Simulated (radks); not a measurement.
Isoelectronic series with 57 electrons, all held in the configuration [Xe] 5d1 6s2, which need not be the ground one along the series. Method: Dirac Kohn-Sham, LDA (Slater exchange, Perdew-Wang correlation), spin-unpolarised, spherical densities, point nucleus; open shells are shared between the two j in proportion to 2j + 1; computed with a radial shooting solver on a logarithmic mesh with Libxc functionals. Total energies (hartree) and mean radii <r> (bohr):

| ion | E (hartree) | 5d5/2 | 5d3/2 |
|---|---|---|---|
| La | -8491.0874 | 3.026 | 2.959 |
| Ce+ | -8858.1411 | 2.454 | 2.415 |
| Pr2+ | -9234.2362 | 2.147 | 2.117 |
| Nd3+ | -9619.4115 | 1.938 | 1.913 |
| Pm4+ | -10013.7167 | 1.781 | 1.759 |
| Sm5+ | -10417.2081 | 1.655 | 1.635 |
| Eu6+ | -10829.9469 | 1.551 | 1.533 |
| Gd7+ | -11251.9990 | 1.462 | 1.445 |
| Tb8+ | -11683.4342 | 1.386 | 1.369 |
| Dy9+ | -12124.3264 | 1.318 | 1.303 |
| Ho10+ | -12574.7528 | 1.258 | 1.243 |
| Er11+ | -13034.7947 | 1.205 | 1.190 |
| Tm12+ | -13504.5370 | 1.156 | 1.142 |
| Yb13+ | -13984.0685 | 1.112 | 1.098 |
| Lu14+ | -14473.4817 | 1.071 | 1.058 |
| Hf15+ | -14972.8733 | 1.034 | 1.021 |
| Ta16+ | -15482.3442 | 0.9996 | 0.9868 |
| W17+ | -16001.9993 | 0.9677 | 0.9550 |
| Re18+ | -16531.9484 | 0.9379 | 0.9254 |
| Os19+ | -17072.3055 | 0.9101 | 0.8978 |
| Ir20+ | -17623.1900 | 0.8840 | 0.8718 |
| Pt21+ | -18184.7261 | 0.8595 | 0.8475 |
